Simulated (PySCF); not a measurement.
C4H2BrF, SMILES F/C(C#C)=C/Br.

Geometry: PBE-D3(BJ)/def2-SVP. The structure was generated by enumeration; whether it is a known compound was not checked.

The numbers are results of PBE-D3(BJ)/def2-SVP (PySCF), not measurements.

Frequencies are harmonic and unscaled.

```json
[
 {"mode": "1", "ν (cm⁻¹)": "103", "IR (km/mol)": "0.6", "moving atoms (share of kinetic energy)": "C 64 %, Br 22 %, H 11 %"},
 {"mode": "2", "ν (cm⁻¹)": "211", "IR (km/mol)": "0.8", "moving atoms (share of kinetic energy)": "C 63 %, F 20 %, H 12 %"},
 {"mode": "3", "ν (cm⁻¹)": "240", "IR (km/mol)": "3.9", "moving atoms (share of kinetic energy)": "C 66 %, F 20 %"},
 {"mode": "4", "ν (cm⁻¹)": "266", "IR (km/mol)": "4.0", "moving atoms (share of kinetic energy)": "C 76 %, H 15 %, F 9 %"},
 {"mode": "5", "ν (cm⁻¹)": "348", "IR (km/mol)": "1.0", "moving atoms (share of kinetic energy)": "F 53 %, Br 25 %, C 22 %"},
 {"mode": "6", "ν (cm⁻¹)": "576", "IR (km/mol)": "2.8", "moving atoms (share of kinetic energy)": "C 67 %, F 29 %"},
 {"mode": "7", "ν (cm⁻¹)": "604", "IR (km/mol)": "5.3", "moving atoms (share of kinetic energy)": "C 84 %, H 15 %"},
 {"mode": "8", "ν (cm⁻¹)": "624", "IR (km/mol)": "28.9", "moving atoms (share of kinetic energy)": "H 76 %, C 24 %"},
 {"mode": "9", "ν (cm⁻¹)": "687", "IR (km/mol)": "25.0", "moving atoms (share of kinetic energy)": "H 77 %, C 23 %"},
 {"mode": "10", "ν (cm⁻¹)": "711", "IR (km/mol)": "10.7", "moving atoms (share of kinetic energy)": "C 88 %"},
 {"mode": "11", "ν (cm⁻¹)": "755", "IR (km/mol)": "38.2", "moving atoms (share of kinetic energy)": "H 68 %, C 31 %"},
 {"mode": "12", "ν (cm⁻¹)": "874", "IR (km/mol)": "63.6", "moving atoms (share of kinetic energy)": "C 60 %, H 20 %, F 18 %"},
 {"mode": "13", "ν (cm⁻¹)": "1126", "IR (km/mol)": "110.7", "moving atoms (share of kinetic energy)": "H 55 %, C 30 %, F 15 %"},
 {"mode": "14", "ν (cm⁻¹)": "1275", "IR (km/mol)": "62.5", "moving atoms (share of kinetic energy)": "C 70 %, H 23 %"},
 {"mode": "15", "ν (cm⁻¹)": "1616", "IR (km/mol)": "13.4", "moving atoms (share of kinetic energy)": "C 97 %"},
 {"mode": "16", "ν (cm⁻¹)": "2153", "IR (km/mol)": "12.0", "moving atoms (share of kinetic energy)": "C 92 %, H 8 %"},
 {"mode": "17", "ν (cm⁻¹)": "3161", "IR (km/mol)": "14.7", "moving atoms (share of kinetic energy)": "H 92 %, C 8 %"},
 {"mode": "18", "ν (cm⁻¹)": "3404", "IR (km/mol)": "86.9", "moving atoms (share of kinetic energy)": "H 86 %, C 14 %"}
]
```
